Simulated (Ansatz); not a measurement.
`C[CH2][Al]([SH])[SH]` + CH₃OH → `C[CH2][Al]([SH])[O]C` + H₂S  (ligand exchange at the Al–S bond)

Program: Ansatz. Geometries: PBE0-D4/def2-TZVP. ΔE: electronic, gas phase. CCSD(T)/CBS adds triple-zeta CCSD(T) − MP2 to the extrapolated MP2 energy (def2 sets, frozen cores). This one scheme is used for every species. DFT in def2-TZVPP. B3LYP here is the variant with VWN-RPA as its local correlation; programs differ in this. Each species was taken in one conformer, which may not be the lowest.

`C[CH2][Al]([SH])[SH]`:

```xyz
12

C    -1.430   -0.752   -0.350
C    -0.577    0.514   -0.321
Al    1.236    0.307    0.378
S     2.648    1.970    0.514
S     2.021   -1.605    1.088
H    -2.430   -0.561   -0.751
H    -0.978   -1.530   -0.971
H    -1.562   -1.174    0.650
H    -0.492    0.941   -1.328
H    -1.069    1.293    0.276
H     1.763    2.842    0.000
H     0.870   -2.245    0.816
```

CH₃OH:

Z-matrix (Å, degrees):
```
C
O 1 1.409
H 1 1.097 2 112.4
H 1 1.090 2 107.0 3 -118.5
H 1 1.097 2 112.4 3 123.0
H 2 0.959 1 108.5 3 -61.6
```

`C[CH2][Al]([SH])[O]C`:

```xyz
15

C    -1.715    0.642    2.075
C    -0.856    1.177    0.929
Al    0.090   -0.184   -0.090
S    -0.130   -2.299    0.449
O     1.076    0.250   -1.384
C     1.889   -0.375   -2.326
H    -2.487   -0.044    1.716
H    -2.222    1.447    2.613
H    -1.117    0.091    2.806
H    -1.469    1.756    0.227
H    -0.113    1.890    1.306
H     0.690   -2.719   -0.530
H     1.535   -0.154   -3.339
H     1.911   -1.467   -2.211
H     2.918   -0.010   -2.241
```

H₂S:

```xyz
3

S    -0.609   -0.009   -0.113
H     0.162    0.632    0.778
H     0.447   -0.623   -0.666
```

```json
{"level": "PBE-D4", "ΔE (kJ/mol)": "-11.9", "difference from CCSD(T)/CBS": "5.9"}
{"level": "PBE", "ΔE (kJ/mol)": "-11.8", "difference from CCSD(T)/CBS": "6.0"}
{"level": "PBE0", "ΔE (kJ/mol)": "-11.1", "difference from CCSD(T)/CBS": "6.7"}
{"level": "B3LYP", "ΔE (kJ/mol)": "-24.8", "difference from CCSD(T)/CBS": "-7.0"}
{"level": "HF/def2-TZVPP", "ΔE (kJ/mol)": "-26.0", "difference from CCSD(T)/CBS": "-8.2"}
{"level": "MP2/def2-TZVPP", "ΔE (kJ/mol)": "-19.3", "difference from CCSD(T)/CBS": "-1.5"}
{"level": "SCS-MP2/def2-TZVPP", "ΔE (kJ/mol)": "-23.2", "difference from CCSD(T)/CBS": "-5.4"}
{"level": "CCSD(T)/def2-TZVPP", "ΔE (kJ/mol)": "-21.2", "difference from CCSD(T)/CBS": "-3.4"}
{"level": "HF/def2-QZVPP", "ΔE (kJ/mol)": "-27.6", "difference from CCSD(T)/CBS": "-9.8"}
{"level": "HF/CBS(def2)", "ΔE (kJ/mol)": "-27.8", "difference from CCSD(T)/CBS": "-10.0"}
{"level": "CCSD(T)/CBS", "ΔE (kJ/mol)": "-17.8", "difference from CCSD(T)/CBS": "0"}
```

Largest T1 diagnostic among the species: 0.011.

In def2-TZVPP, CCSD(T) changes the Hartree–Fock value by +4.8 kJ/mol (the triples alone add +1.9 kJ/mol) and MP2 by +6.7 kJ/mol.

CCSD(T)/CBS has its own doubt, a few kJ/mol and more with outer-core shells, so smaller differences from it don't rank the levels.
